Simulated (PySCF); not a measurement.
Si(Cl)2(Me)(NH2) (CH5Cl2NSi), SMILES Cl[Si](C)(N)Cl.

The structure is a stationary point at TPSSh-D3(BJ)/def2-SVP. This is a generated structure with no PubChem entry under its InChIKey; it may be hypothetical. The values are those of a single conformer.

Two levels are set side by side: PBE/def2-TZVP (PySCF) and HF/def2-TZVP (PySCF). Same geometry, gas phase. Differences are taken from unrounded values.

| quantity | PBE |
|---|---|
| orbital gap (eV) | 6.25 |
| highest occupied level (eV) | -6.57 |
| lowest empty level (eV) | -0.33 |
| dipole moment (D) | 2.48 |
| mean polarisability (bohr³) | 68.8 |

**Question.** These are the PBE values. What does HF give? (An estimate is asked for; the answer gives what the named calculation found.)

**Answer.** 
```csv
quantity,HF,PBE minus HF
orbital gap (eV),14.82,-8.57
highest occupied level (eV),-11.60,5.03
lowest empty level (eV),3.21,-3.54
dipole moment (D),2.59,-0.12
mean polarisability (bohr³),61.5,7.3
```

PBE's occupied levels lie high since its potential decays too fast outside the molecule; exact exchange lowers them and widens the gap. PBE's more diffuse valence density responds more strongly to a field. Differences between two approximate levels are no errors against the true value.

Rough cost on one machine, each run with all the roots and properties that it gave: HF against PBE about 1/3.
